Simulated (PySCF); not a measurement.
Job file and geometry (Å, from GFN2-xTB) of an NMR shielding run on `C1(P(C=C)CC(F)(F)F)CC1`, C₇H₁₀F₃P, PySCF, GIAO PBE0/pcSseg-1 NMR shielding, non-relativistic, gas phase; density fitting, a coarse starting grid and PySCF grid level 2 are the driver's defaults:

```
{"job": {"kind": "nmr", "xc": "PBE0", "basis": "pcSseg-1"}, "charge": 0, "multiplicity": 1}
C     -1.602849    -2.184904    -0.894208
C     -0.993497    -1.407822    -0.014827
P     -0.143565     0.128949    -0.503928
C     -0.802476     1.220082     0.880414
C     -2.213123     1.622899     0.553756
F     -2.327820     2.118264    -0.686316
F     -2.687746     2.570929     1.385324
F     -3.076029     0.597898     0.635786
C      1.461080    -0.225026     0.320040
C      2.591405    -0.712173    -0.539715
C      2.624828     0.673422     0.011383
H     -1.640050    -1.927382    -1.939813
H     -2.092112    -3.101888    -0.606901
H     -0.963266    -1.669167     1.038638
H     -0.193857     2.125000     0.937922
H     -0.795178     0.712032     1.847727
H      1.389550    -0.631912     1.324625
H      2.407172    -0.832791    -1.596986
H      3.262821    -1.451341    -0.129796
H      2.466291     1.491940    -0.675339
H      3.319503     0.899932     0.806445
```

Q: What does the program print?

A: 
```
coarse grid: 18688 points
cycle   1  E = -912.5546920077  dE =  1.656e+00  |g| = 9.275e-01  |ddm| = 4.204e+00
cycle   2  E = -912.4299156892  dE =  1.248e-01  |g| = 1.323e+00  |ddm| = 1.207e+00
cycle   3  E = -912.7099641628  dE = -2.800e-01  |g| = 8.699e-02  |ddm| = 7.181e-01
cycle   4  E = -912.7112787924  dE = -1.315e-03  |g| = 4.229e-02  |ddm| = 1.011e-01
cycle   5  E = -912.7116831291  dE = -4.043e-04  |g| = 7.720e-03  |ddm| = 4.122e-02
cycle   6  E = -912.7116952726  dE = -1.214e-05  |g| = 3.648e-03  |ddm| = 1.078e-02
cycle   7  E = -912.7116983873  dE = -3.115e-06  |g| = 8.950e-04  |ddm| = 3.287e-03
final grid: 178920 points
cycle   8  E = -912.7981198625  dE = -7.395e-05  |g| = 1.036e-02  |ddm| = 4.939e-02
cycle   9  E = -912.7981091300  dE =  1.073e-05  |g| = 1.288e-02  |ddm| = 1.916e-02
cycle  10  E = -912.7981455751  dE = -3.645e-05  |g| = 1.038e-03  |ddm| = 1.051e-02
cycle  11  E = -912.7981457600  dE = -1.849e-07  |g| = 3.511e-04  |ddm| = 9.956e-04
cycle  12  E = -912.7981457827  dE = -2.270e-08  |g| = 1.317e-04  |ddm| = 4.055e-04
cycle  13  E = -912.7981457867  dE = -4.023e-09  |g| = 3.689e-05  |ddm| = 1.414e-04
cycle  14  E = -912.7981457870  dE = -3.008e-10  |g| = 9.015e-06  |ddm| = 3.762e-05
converged SCF energy = -912.7981457870

GIAO shielding tensors (ppm)
atom      isotropic    diamagn.    paramagn.     s11        s22        s33       span
  0 C       46.533     253.933    -207.400    -76.675     56.058    160.217    236.892
  1 C       35.689     264.022    -228.334    -79.705     41.603    145.168    224.872
  2 P      355.982     968.444    -612.463    317.612    371.393    378.940     61.329
  3 C      145.070     256.737    -111.667    125.060    142.697    167.452     42.392
  4 C       51.677     245.013    -193.336     45.430     51.105     58.497     13.067
  5 F      245.563     475.691    -230.129    161.643    248.495    326.550    164.907
  6 F      239.974     468.953    -228.979    148.509    229.199    342.215    193.706
  7 F      244.911     475.430    -230.519    163.726    247.947    323.060    159.334
  8 C      172.311     253.075     -80.764    140.577    157.807    218.549     77.972
  9 C      180.407     254.350     -73.943    149.344    177.997    213.880     64.536
 10 C      181.828     254.555     -72.727    152.121    179.882    213.480     61.359
 11 H       25.379      32.056      -6.678     20.612     25.104     30.420      9.807
 12 H       25.422      29.159      -3.737     21.636     24.664     29.966      8.330
 13 H       25.121      34.011      -8.890     20.729     25.565     29.070      8.341
 14 H       29.219      32.392      -3.173     24.204     30.315     33.139      8.934
 15 H       29.400      33.000      -3.600     25.593     29.997     32.610      7.017
 16 H       31.174      33.939      -2.765     24.187     29.694     39.641     15.454
 17 H       31.268      31.978      -0.710     25.110     28.812     39.882     14.772
 18 H       30.968      30.565       0.403     25.045     26.200     41.659     16.614
 19 H       31.335      32.125      -0.791     25.408     28.832     39.765     14.357
 20 H       30.958      30.713       0.245     25.296     26.051     41.526     16.230
```

Size and cost of the density-fitted run: 244 basis functions, 53 s wall time on 1 thread of an Arm Neoverse V1, shared host.
